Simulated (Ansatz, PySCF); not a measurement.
In(H)(Et)(OH) (C₂H₇InO), SMILES C[CH2][InH][OH].

Geometry optimised at B3LYP-D3(BJ)/def2-SVP. The structure was generated by enumeration; whether it is a known compound was not checked. The def2 effective core potentials stand for the cores of In; spin–orbit coupling is left out. One conformer was computed; it need not be the lowest.

Vertical ionisation energy (IE) and electron affinity (EA) in eV. Rows of orbital energies are one-electron estimates. Where ΔSCF, EOM or ADC give a negative EA the extra electron is unbound and the value depends on the basis.

| level | IE | EA |
|---|---|---|
| −ε(HOMO), −ε(LUMO), M06-2X/def2-TZVP (PySCF) | 8.46 | 0.74 |
| −ε(HOMO), −ε(LUMO), PBE/def2-TZVP (PySCF) | 6.12 | 1.83 |
| ΔSCF, CAM-B3LYP/def2-SVPD (Ansatz), final states of multiplicity 2 and 2 | 9.55 | -0.35 |
| ΔSCF, PBE/def2-SVPD (Ansatz), final states of multiplicity 2 and 2 | 9.09 | -0.32 |

What vertical singlet–triplet gap does ΔSCF give with CAM-B3LYP/def2-SVPD (Ansatz, a first-principles code) and with PBE/def2-SVPD (Ansatz)? (The exact figures need the calculation; the answer reports its results.)

4.85 and 4.39 eV (triplet above singlet where positive).
